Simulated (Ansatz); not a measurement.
Start from `[CH3][Al]([Cl])[N]=C=O` and change one element to get `CB(Cl)N=C=O`.

Ansatz, PBE0-D4/def2-TZVP geometries, multiplicity 1. Each molecule was computed in one conformer, which needn't be the lowest.

```json
{"property": "HOMO–LUMO gap (ωB97M-V/def2-TZVPP) / eV", "`[CH3][Al]([Cl])[N]=C=O`": "11.54"}
{"property": "LUMO energy (PBE0/def2-TZVPP) / eV", "`[CH3][Al]([Cl])[N]=C=O`": "-1.04"}
{"property": "LUMO energy (ωB97M-V/def2-TZVPP) / eV", "`[CH3][Al]([Cl])[N]=C=O`": "0.65"}
{"property": "HOMO energy (B3LYP/def2-TZVPP) / eV", "`[CH3][Al]([Cl])[N]=C=O`": "-8.41"}
{"property": "HOMO–LUMO gap (PBE/def2-TZVPP) / eV", "`[CH3][Al]([Cl])[N]=C=O`": "5.44"}
{"property": "HOMO–LUMO gap (PBE0/def2-TZVPP) / eV", "`[CH3][Al]([Cl])[N]=C=O`": "7.63"}
```

Problem. Give the same properties after the change, and the shifts. (An estimate is asked.)

Solution. The calculation gave: 
| property | `CB(Cl)N=C=O` | shift |
| --- | --- | --- |
| HOMO–LUMO gap (ωB97M-V/def2-TZVPP) / eV | 11.75 | 0.21 |
| LUMO energy (PBE0/def2-TZVPP) / eV | -1.45 | -0.41 |
| LUMO energy (ωB97M-V/def2-TZVPP) / eV | 0.65 | 0.00 |
| HOMO energy (B3LYP/def2-TZVPP) / eV | -8.59 | -0.18 |
| HOMO–LUMO gap (PBE/def2-TZVPP) / eV | 5.06 | -0.38 |
| HOMO–LUMO gap (PBE0/def2-TZVPP) / eV | 7.41 | -0.22 |

With PBE0 the HOMO falls by 0.19 eV and the LUMO falls by 0.41 eV, so the gap narrows by about 0.22 eV. PBE moves the HOMO by -0.17 eV and ωB97M-V by -0.20 eV.

Positive LUMOs are unbound, so they and the gaps depend on the basis.

B3LYP here is the variant with VWN-RPA as its local correlation; programs differ in this.
